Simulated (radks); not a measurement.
Ionisation ladder of krypton, from Kr22+ to Kr35+. Each ion is in the ground configuration listed by NIST, and IE = E(next ion) - E(this ion), with E = 0 for the bare nucleus. Calculated with a radial shooting solver on a logarithmic mesh with Libxc functionals: scalar-relativistic Kohn-Sham, PBE, spin-polarised, spherical densities, finite nucleus; open shells are filled with parallel spins first; Fermi nuclear charge, rms radius 4.1884 fm.

| species | configuration | E (hartree) | IE, Delta-SCF (eV) | -e(HOMO) (eV) | HOMO | IE, NIST (eV) | kind | error (eV) |
|---|---|---|---|---|---|---|---|---|
| Kr22+ | [Ne] 3s2 3p2 | -2488.10008 | 994.50 | 969.99 | 3p up | 999 | semi-emp. | -4.5 |
| Kr23+ | [Ne] 3s2 3p1 | -2451.55303 | 1043.5 | 1019.3 | 3p up | 1042 | semi-emp. | +1.5 |
| Kr24+ | [Ne] 3s2 | -2413.20579 | 1154.9 | 1132.5 | 3s | 1155 | semi-emp. | -0.1 |
| Kr25+ | [Ne] 3s1 | -2370.76343 | 1209.0 | 1186.3 | 3s up | 1205.2 | semi-emp. | +3.8 |
| Kr26+ | [Ne] | -2326.33351 | 2946.0 | 2876.4 | 2p | 2929 | semi-emp. | +17.1 |
| Kr27+ | [He] 2s2 2p5 | -2218.07133 | 3086.4 | 3016.8 | 2p down | 3072 | semi-emp. | +14.4 |
| Kr28+ | [He] 2s2 2p4 | -2104.64782 | 3225.7 | 3157.0 | 2p down | 3228 | semi-emp. | -2.3 |
| Kr29+ | [He] 2s2 2p3 | -1986.10533 | 3417.2 | 3343.1 | 2p up | 3380 | semi-emp. | +37.2 |
| Kr30+ | [He] 2s2 2p2 | -1860.52722 | 3566.4 | 3492.4 | 2p up | 3584 | semi-emp. | -17.6 |
| Kr31+ | [He] 2s2 2p1 | -1729.46304 | 3714.2 | 3641.3 | 2p up | 3752 | semi-emp. | -37.8 |
| Kr32+ | [He] 2s2 | -1592.96701 | 3971.1 | 3915.5 | 2s | 3971 | semi-emp. | +0.1 |
| Kr33+ | [He] 2s1 | -1447.03257 | 4115.3 | 4059.0 | 2s up | 4109.1 | theory | +6.2 |
| Kr34+ | [He] | -1295.79897 | 17318.2 | 17092.4 | 1s | 17296.4 | theory | +21.8 |
| Kr35+ | 1s1 | -659.36520 | 17942.2 | 17712.6 | 1s up | 17936.2 | theory | +6.0 |

Reference values: NIST Atomic Spectra Database (exp. = measured, semi-emp. = semi-empirical, theory = theoretical value adopted there). The ionisation energy per charge of the ion left behind rises most, in proportion, at Kr34+ ([He]), from 121.04 to 494.81 eV. Against the entries that are not theoretical the mean signed error is +0.1 % and the largest +1.1 %. Open shells are spherical and high-spin; term and fine-structure splittings are not resolved.
